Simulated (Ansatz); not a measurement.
## F⁻ ··· CH3Cl

The pair of F⁻ (SMILES [F-], atom 1) and CH3Cl (SMILES CCl, atoms 2–6), both closed shells, in one local arrangement (a lower one may exist), relaxed at PBE0-D4/def2-TZVPD:

```
6
angstrom
F 0.2936 -0.5576 -2.2491
C -0.1665 0.1266 0.3377
Cl 1.1523 -0.0893 1.5563
H 0.1566 -0.1973 -0.7043
H -0.4285 1.1847 0.3626
H -1.0075 -0.4672 0.6966
```

Ansatz 0.2.0; basis: def2-TZVPPD, with def2-QZVPPD for the basis limit; cores frozen in the correlated methods. B3LYP uses VWN-RPA correlation. Extrapolation: Hartree–Fock as exp(−7.88 √X), correlation as X^−2.97. Interaction energies count from these two fragments, frozen as in the pair, with the counterpoise correction; negative means bound.

Problem. What is the interaction energy by CCSD(T) at an estimated basis limit (MP2 extrapolated from triple and quadruple zeta, plus CCSD(T) − MP2 in triple zeta)? (An estimate is asked for; the value comes from the calculation.)

Solution. Computed: -18.23 kcal/mol. Hartree–Fock alone gives -15.58 kcal/mol at the basis limit. It counts from the two fragments frozen as in the pair.

The same quantity by other methods in triple zeta, and each one's difference from that estimate:
| method | E_int (kcal/mol) | difference |
| --- | --- | --- |
| PBE-D4 | -19.35 | -1.11 |
| revPBE-D4 | -17.90 | 0.34 |
| BLYP-D4 | -17.72 | 0.51 |
| r2SCAN-D4 | -19.83 | -1.60 |
| B97M-V | -18.79 | -0.55 |
| PBE0-D4 | -19.60 | -1.36 |
| B3LYP-D4 | -18.49 | -0.26 |
| HSE06-D4 | -19.62 | -1.39 |
| wB97X-V | -18.06 | 0.17 |
| wB97M-V | -18.29 | -0.05 |
| B2PLYP | -17.40 | 0.83 |
| HF | -15.51 | 2.73 |
| MP2 | -16.88 | 1.35 |
| CCSD | -16.73 | 1.51 |
| CCSD(T) | -17.10 | 1.13 |
Differences are method less estimate.

Problem. Which atoms make the shortest contact between the fragments?

Solution. F1 and H4, 1.59 Å apart.

Energy to bend the free fragments (PBE0-D4 minima) into their shapes in the pair, CCSD(T)/def2-TZVPPD: CH3Cl 1.48 kcal/mol. This must be added to the interaction energy to get the binding energy from relaxed fragments.

Basis-set superposition shift (counterpoise-corrected less uncorrected): CCSD(T) 0.99; MP2 0.98; HF 0.05; PBE0-D4 0.06; wB97M-V 0.05 kcal/mol.

The T1 diagnostic stays at or below 0.023.

For scale, one of the runs: CCSD(T)/def2-TZVPPD, 179 basis functions, launched by `ansatz run in.yaml --threads 2 --pin off --events-out ev --progress --plain --max-ram 5222MiB`. The run took 24 s on 2 CPU threads of an Intel Xeon Platinum 8488C (shared host), with 1.7 GiB of host memory at its peak.
